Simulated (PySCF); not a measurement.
Species: C6H7N2 (doublet state).
Structure used (GFN2-xTB), in Å, numbered top down from 1:
```xyz
15
C6H7N2 angstrom
C     -1.600    1.432   -0.864
C     -1.160    0.352   -0.186
C     -2.027   -0.832    0.144
N      0.123    0.214    0.144
C      1.038    0.331    0.937
C      2.467   -0.069    0.808
C      2.753   -0.678   -0.468
N      2.898   -1.155   -1.498
H     -0.946    2.252   -1.095
H     -2.621    1.498   -1.189
H     -2.029   -1.007    1.220
H     -3.044   -0.654   -0.190
H     -1.645   -1.728   -0.344
H      3.087    0.823    0.944
H      2.701   -0.770    1.615
```

The hyperfine couplings belong to this conformer and change with its torsions.

Identity: `[C](/CC#N)=N\C(=C)C` [radical].

Method used: UKS B3LYP, pcH-1 on C H N, non-relativistic, mean-field spin-orbit, GIAO in PySCF 2.14.0. One conformer (not necessarily the lowest) at the GFN2-xTB geometry, without solvent, vibrations or thermal averaging. A GFN2-xTB geometry isn't a minimum of the functional, and hyperfine couplings can be far from their values at a DFT geometry. The frame is twisted about the C2–N4 bond at this geometry (dihedral C3–C2–N4–C5 = -90°); couplings at other torsion angles weren't computed. No stability test was run, so a lower SCF solution isn't excluded.

Problem. Give the principal g shifts and their parts.

Solution. 
| Δg (ppm) | 1 | 2 | 3 |
| --- | --- | --- | --- |
| relativistic mass correction | -182 | -182 | -182 |
| gauge correction | 35 | 13 | 2 |
| orbital Zeeman/spin–orbit | -2720 | -58 | 835 |
| total | -2867 | -227 | 655 |

So g = 1.99945, 2.00209, 2.00297 and g_iso = 2.00151; the tensor is rhombic: the two nearest values differ by 25 % of g3 − g1. Axes: g1 points within 7° of the C1–H10 bond.

Problem. How much does each term add to the isotropic shift?

Solution. The orbital-Zeeman/spin–orbit term -648, the mass correction -182 and the gauge correction 17 ppm, for a total of -813 ppm. The orbital-Zeeman/spin–orbit term is the largest in size. The mass correction is the same along every axis, so the anisotropy comes from the other two: their spans along these axes are 33 (gauge) and 3555 ppm (orbital Zeeman/spin–orbit).

Problem. What effective moment and Curie constant follow for a powder?

Solution. With the mean of g² = 4.0060 and S(S+1) = 0.75: μ_eff = √(⟨g²⟩S(S+1)) = 1.733 μB and χT = 0.12505·⟨g²⟩·S(S+1) = 0.376 cm³ K/mol (cgs; spin-Hamiltonian part alone).

Problem. In a frozen sample, at which fields do the three g values resonate at 9.5, 34, 94 and 263 GHz (hyperfine left aside), and which band first spreads them over more than twice a line width of 1.0 mT?

Solution. 
```csv
band,GHz,B(g3) mT,B(g2) mT,B(g1) mT,spread mT
X,9.5,338.87,339.02,339.47,0.60
Q,34.0,1212.81,1213.34,1214.94,2.14
W,94.0,3353.06,3354.53,3358.96,5.91
J,263.0,9381.43,9385.56,9397.95,16.52
```

The spread grows in proportion to the frequency. Q band is the first where it exceeds 2.0 mT.

The largest Mulliken spin populations are on C5 (+0.55), C1 (+0.33), N4 (+0.21) and C2 (-0.13). Three atoms exceed +0.15.

The HOMO–LUMO gaps are 4.41 eV among the α and 4.44 eV among the β orbitals.
